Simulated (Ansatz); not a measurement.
`[CH3][In]([OH])[F]` and `[OH][In]([OH])[F]` differ in one atom or group.

Ansatz, PBE0-D4/def2-TZVP geometries, multiplicity 1. Each molecule was computed in one conformer, which needn't be the lowest.

Elements past krypton have def2 core potentials.

```
                                                                                  property  `[CH3][In]([OH])[F]`
                                                        LUMO energy (PBE0/def2-TZVPP) / eV                 -1.32
                                        size of the dipole moment (ωB97M-V/def2-TZVPP) / D                  4.92
                                                         HOMO energy (PBE/def2-TZVPP) / eV                 -6.99
                                                       HOMO energy (B3LYP/def2-TZVPP) / eV                 -8.26
                                            size of the dipole moment (PBE/def2-TZVPP) / D                  4.72
ideal-gas entropy at 298 K and 1 bar (rigid rotor, harmonic PBE0-D4/def2-TZVP) / J/(mol·K)                   365
```

**Question.** What does the change do to each property? (An estimate is asked.)

**Answer.** Computed: 
```json
{"property": "LUMO energy (PBE0/def2-TZVPP) / eV", "`[OH][In]([OH])[F]`": "-2.33", "shift": "-1.01"}
{"property": "size of the dipole moment (ωB97M-V/def2-TZVPP) / D", "`[OH][In]([OH])[F]`": "2.05", "shift": "-2.87"}
{"property": "HOMO energy (PBE/def2-TZVPP) / eV", "`[OH][In]([OH])[F]`": "-7.35", "shift": "-0.36"}
{"property": "HOMO energy (B3LYP/def2-TZVPP) / eV", "`[OH][In]([OH])[F]`": "-8.81", "shift": "-0.55"}
{"property": "size of the dipole moment (PBE/def2-TZVPP) / D", "`[OH][In]([OH])[F]`": "2.05", "shift": "-2.67"}
{"property": "ideal-gas entropy at 298 K and 1 bar (rigid rotor, harmonic PBE0-D4/def2-TZVP) / J/(mol·K)", "`[OH][In]([OH])[F]`": "339", "shift": "-26"}
```

With PBE0 the HOMO falls by 0.58 eV and the LUMO falls by 1.01 eV, so the gap narrows by about 0.43 eV. PBE moves the HOMO by -0.36 eV and ωB97M-V by -0.81 eV. The zero-point energy changes by -58.9 kJ/mol with -6 modes. Dipoles are sizes alone; their direction can turn. Modes under 60 cm⁻¹, often nearly free rotors, make the harmonic entropy too high.

B3LYP here is the variant with VWN-RPA as its local correlation; programs differ in this.
